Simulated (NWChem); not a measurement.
System: ZnICl; SMILES [Cl][Zn][I]

Results from NWChem. Medium grid unless said otherwise, to which SCAN and Minnesota functionals are sensitive. Geometry: optimised at PBE0/def2-SVP. def2 effective core potentials on I; no spin-orbit coupling. Hybrids' shares of exact exchange are those that their runs print; pure functionals count as 0. The functionals differ in more than this share.

```
row                                   share of exact exchange  orbital gap (eV)
------------------------------------  -----------------------  ----------------
PBE/def2-SVP                                             0.00              4.27
LDA (Slater exchange, VWN5)/def2-SVP                     0.00              4.16
TPSSh/def2-SVP                                           0.10              5.30
B3LYP/def2-SVP                                           0.20              5.69
M06/def2-SVP                                             0.27              5.92
BHandHLYP/def2-SVP                                       0.50          withheld
```

Task: Fit a straight line of the last column on the one before it, predict the withheld value, and compare with the run.

Result: 
1. Means of the 5 shown rows: x = 0.114, y = 5.068. Slope Σ(x − x̄)(y − ȳ)/Σ(x − x̄)² = 0.3776/0.05792 = 6.520; intercept 4.325.
2. The shown rows scatter about the line by 0.182 (root mean square); the largest residual is +0.32, at TPSSh/def2-SVP.
3. At x = 0.50 (BHandHLYP/def2-SVP; beyond the shown range) the line gives 7.58.
4. The run gives 7.98, +0.40 from the line, 2.2 times the scatter.
